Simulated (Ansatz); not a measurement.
C3H10OSi (`CCOC[SiH3]`). The species carries charge 0 and has multiplicity 1.

```json
{"atom": "C1", "x (Å)": "1.189", "y (Å)": "1.771", "z (Å)": "-0.634"}
{"atom": "C2", "x (Å)": "0.470", "y (Å)": "0.638", "z (Å)": "-1.336"}
{"atom": "O3", "x (Å)": "0.288", "y (Å)": "-0.504", "z (Å)": "-0.528"}
{"atom": "C4", "x (Å)": "-0.695", "y (Å)": "-0.358", "z (Å)": "0.469"}
{"atom": "Si5", "x (Å)": "-0.912", "y (Å)": "-2.018", "z (Å)": "1.340"}
{"atom": "H6", "x (Å)": "1.369", "y (Å)": "2.590", "z (Å)": "-1.335"}
{"atom": "H7", "x (Å)": "0.606", "y (Å)": "2.173", "z (Å)": "0.198"}
{"atom": "H8", "x (Å)": "2.152", "y (Å)": "1.430", "z (Å)": "-0.248"}
{"atom": "H9", "x (Å)": "1.055", "y (Å)": "0.297", "z (Å)": "-2.194"}
{"atom": "H10", "x (Å)": "-0.506", "y (Å)": "0.979", "z (Å)": "-1.715"}
{"atom": "H11", "x (Å)": "-0.423", "y (Å)": "0.408", "z (Å)": "1.210"}
{"atom": "H12", "x (Å)": "-1.656", "y (Å)": "-0.044", "z (Å)": "0.030"}
{"atom": "H13", "x (Å)": "-1.352", "y (Å)": "-3.059", "z (Å)": "0.375"}
{"atom": "H14", "x (Å)": "0.364", "y (Å)": "-2.441", "z (Å)": "1.972"}
{"atom": "H15", "x (Å)": "-1.950", "y (Å)": "-1.861", "z (Å)": "2.395"}
```

(1) List the harmonic frequencies (cm⁻¹, unscaled) at PBE0-D4/def2-TZVP in Ansatz. (Estimate.)

(2) Is this a minimum?

(3) Give the ideal-gas thermochemistry at 298.15 K and 1 bar (rigid rotor, harmonic oscillator; point group C1, symmetry number 1).

Answers

(1) Ansatz gave: 48, 109, 160, 168, 242, 336, 461, 517, 588, 767, 802, 870, 889, 918, 939, 949, 1024, 1100, 1169, 1195, 1234, 1295, 1340, 1386, 1409, 1473, 1479, 1483, 1503, 2218, 2234, 2239, 2972, 2994, 3015, 3054, 3091, 3129, 3137.

(2) Yes, all 39 modes are real.

(3) Zero-point energy 322.6 kJ/mol; H(298) − E = 345.4 kJ/mol; entropy 359.1 J/(mol·K), of which translation 165.0, rotation 112.1, vibration 82.0; G(298) − E = 238.3 kJ/mol. Modes under 100 cm⁻¹ are hindered rotations or soft bends, so the harmonic entropy is rough.
